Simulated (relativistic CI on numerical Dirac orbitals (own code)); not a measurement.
# Hyperfine structure of Ba41+, mass number 137

Computed by Dirac-Coulomb-Breit CI, separate exchange-only KLI orbitals for each configuration, model QED, unscaled Slater integrals (own radial code, finite nucleus).

Configurations in the expansion (outside the closed core [Ne]): 3s2 3p3, 3s 3p4, 3s2 3p2 3d, 3p5, 3s 3p3 3d, 3p4 3d, 3s 3p2 3d2, 3s2 3p 3d 4p, 3p4 4s, 3s 3p2 3d 4s, 3p4 4p, 3s2 3p2 4s, 3s2 3p 3d2, 3s2 3d3, 3s 3p 3d3, 3s2 3d2 4s, 3p3 3d2, 3p2 3d3, 3p2 3d2 4s, 3s2 3p 3d 4s, 3s 3p 3d2 4s, 3s2 3d 4s2, 3s 3p2 3d 4p, 3s 3p 3d2 4p, 3p2 3d2 4p, 3s 3p 3d 4s 4p. Double excitations out of closed p, d and f shells are left out; levels of such configurations are missing from the list, as are those of other unlisted configurations, and high levels can miss mixing partners.

Nuclear spin I = 3/2, μ = 0.9375 μN, Q = 0.236 b (tables of Stone and Pyykkö). The electronic factors are computed for point nuclear moments, without core polarisation or the Bohr-Weisskopf and QED corrections.

| Level | E (cm⁻¹) | A (GHz) | B (GHz) |
| --- | --- | --- | --- |
| 3s2 3p3 2D°_5/2 | 759090 | 108.1 | -0.0253 |
| 3s2 3p3 2P°_1/2 | 845020 | 336 |  |
| 3s2 3p3 2P°_3/2 | 1542969 | 52.86 | -39 |
| 3s2 3p2 3d 4D_1/2 | 1984577 | 120.5 |  |

Levels with J = 0, under 50 % of one LS term, or S terms without an open s electron are left out. Small factors come from cancelling terms and can be off by tens of per cent or more.

At this charge energies of transitions that change n are usually good to better than 1 %, and those within a shell (Δn = 0) to a few per cent.

Problem. Give the hyperfine levels of 3s2 3p3 2P°_1/2 relative to its centre of gravity.

Solution. With K = F(F + 1) − I(I + 1) − J(J + 1), E = AK/2: F = 1: -420, F = 2: 252 GHz.

LS names give the leading component of a level, which can be under half, so a name can repeat, a term be missing and a line seem to break the LS rules.
